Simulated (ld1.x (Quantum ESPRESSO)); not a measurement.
# Cutoff test, Pm (Z = 61), TM

* Element: Pm (Z = 61)
* Generator: ld1.x (Quantum ESPRESSO) 7.5
* Type: norm-conserving Troullier–Martins (Kleinman–Bylander form)
* Functional: PBE
* Relativity: fully relativistic
* Frozen core: [Xe]
* Valence charge: 7
* Reference configuration: 4f5 5d0 6s1.5 6p0 (charge +0.5)
* Partial waves: 6s (bound): rc 3.70 bohr; 6p (bound, empty): rc 4.20 bohr; 5d (bound, empty): rc 2.30 bohr; 4f (bound): rc 1.15 bohr
* Local potential: all-electron potential smoothed inside 1.75 bohr (lloc = -2)
* Core correction: Bessel-smoothed model core inside 1.15 bohr

Open shells are filled in proportion to 2j + 1 (rel_dist='average').

The pseudo-atom Hamiltonian at the reference potential is diagonalised in spherical Bessel functions j_l(qr) that vanish at 20 bohr, with q² up to the cutoff. All-electron valence levels (Ry): 6s -0.4299, 6p1/2 -0.2451, 6p3/2 -0.2275, 5d3/2 -0.3327, 5d5/2 -0.3182, 4f5/2 -0.3873, 4f7/2 -0.3527.

How do the lowest levels (Ry) of each channel move with the cutoff, and are there ghosts?

```tsv
cutoff (Ry)	s #1	s #2	p1/2 #1	p1/2 #2	p1/2 #3	p3/2 #1	p3/2 #2	p3/2 #3	d3/2 #1	d5/2 #1	f5/2 #1	f7/2 #1	Σ f·Δε (mRy)
8	-3.1006	-0.4297	-0.6109	-0.2451	-0.0417	-0.8517	-0.2275	-0.0365	-0.3051	-0.2955	0.0096	0.0096	1885.1
25	-3.3637	-0.4299	-1.0913	-0.2451	-0.0419	-1.2779	-0.2275	-0.0367	-0.3327	-0.3182	0.0095	0.0095	1884.4
50	-3.3644	-0.4299	-1.0917	-0.2451	-0.0419	-1.2782	-0.2275	-0.0367	-0.3327	-0.3183	0.0095	0.0095	1884.3
100	-3.3644	-0.4299	-1.0917	-0.2451	-0.0419	-1.2782	-0.2275	-0.0367	-0.3327	-0.3183	0.0093	0.0093	1883.2
180	-3.3644	-0.4299	-1.0917	-0.2451	-0.0419	-1.2782	-0.2275	-0.0367	-0.3327	-0.3183	-0.3232	-0.2927	308.2
400	-3.3644	-0.4299	-1.0917	-0.2451	-0.0419	-1.2782	-0.2275	-0.0367	-0.3327	-0.3183	-0.3871	-0.3527	0.0
```

Result: ghost states, extra bound levels that the all-electron valence spectrum of the same l lacks: s at -45.8 eV, p3/2 at -17.4 eV, p1/2 at -14.9 eV (a true bound ghost makes a file unfit for plane-wave use); 10 mRy is reached at 260 Ry and 1 mRy at 300 Ry.

3 of 7 tests not solved or not reliable.
